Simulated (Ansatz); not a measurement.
Coupled-cluster run, C3H9AlO, SMILES `CC(C)[O][AlH2]`.

```yaml
crystal:
  periodic: [false, false, false]
  atoms:
    - {symbol: C, position_ang: [-1.229671, 0.390508, 1.166634]}
    - {symbol: C, position_ang: [0.178889, 0.141727, 0.661666]}
    - {symbol: C, position_ang: [0.401126, -1.315026, 0.302317]}
    - {symbol: O, position_ang: [0.439021, 0.998713, -0.418766]}
    - {symbol: Al, position_ang: [0.794707, 0.992871, -2.061957]}
    - {symbol: H, position_ang: [-1.367571, 1.447527, 1.399843]}
    - {symbol: H, position_ang: [-1.961122, 0.107928, 0.403810]}
    - {symbol: H, position_ang: [-1.429973, -0.194382, 2.067622]}
    - {symbol: H, position_ang: [0.882149, 0.412086, 1.461964]}
    - {symbol: H, position_ang: [1.420547, -1.480290, -0.054974]}
    - {symbol: H, position_ang: [-0.290776, -1.628673, -0.485174]}
    - {symbol: H, position_ang: [0.238484, -1.955974, 1.172131]}
    - {symbol: H, position_ang: [0.938483, 2.417878, -2.725396]}
    - {symbol: H, position_ang: [0.972805, -0.364391, -2.860822]}
basis:
  gaussian: {orbitals: def2-SVP}
correlation: {method: ccsd_t}
```

```sh
$ ansatz run in.yaml --threads 4 --pin off --events-out ev --progress --plain --max-ram 10444MiB
```

The program prints (abridged):

```
Functional definition: HF
1190 factors; integrals over basis functions are off by at most 1.6e-3 eV
mean field evaluation 1: about -11845.1002 eV, gradient 3.9e1 eV
mean field evaluation 2: about -11845.1087 eV, gradient 3.9e1 eV
mean field evaluation 4: about -11848.9437 eV, gradient 4.7e0 eV
mean field evaluation 8: about -11849.0043 eV, gradient 1.1e-4 eV
mean field -11849.00434747 eV, -435.4428782260 hartree, gradient 1.7e-6 eV, S^2 0.000000; 0 other end points of the search recorded, 0 dependent functions left out
9 core orbitals not correlated: weight in the atoms' cores, before any rotation towards them, 1.000 or more for the frozen orbitals, at most 0.000 for the correlated occupied ones
reference -11849.00434747 eV, -435.4428782260 hartree; 15, 15 occupied and 95, 95 virtual orbitals, 1190 factors
second order -18.59731786 eV of doubles, -0.00000000 eV of singles
cycle   1  -19.57523489 eV  change   -9.8e-1 eV  update   1.0e-1
cycle   2  -20.10036086 eV  change   -5.3e-1 eV  update   3.1e-2
cycle   3  -20.23977843 eV  change   -1.4e-1 eV  update   1.8e-2
cycle   4  -20.23736637 eV  change    2.4e-3 eV  update   5.0e-3
cycle   5  -20.23689235 eV  change    4.7e-4 eV  update   2.4e-3
cycle   6  -20.23708034 eV  change   -1.9e-4 eV  update   7.7e-4
cycle   7  -20.23666224 eV  change    4.2e-4 eV  update   2.7e-4
cycle   8  -20.23662131 eV  change    4.1e-5 eV  update   7.3e-5
cycle   9  -20.23663573 eV  change   -1.4e-5 eV  update   2.3e-5
perturbative correction -0.53896928 eV, -0.0198067556 hartree
Total energy: -11869.77995248 eV, -436.2063676279 hartree
```

Run time 9 s (4 threads of an Arm Neoverse V1 on a shared host); peak host memory 0.67 GiB.

MP2 recovers 89.5 % of the CCSD(T) correlation energy and the triples give 2.6 %; T1 = 0.0121.
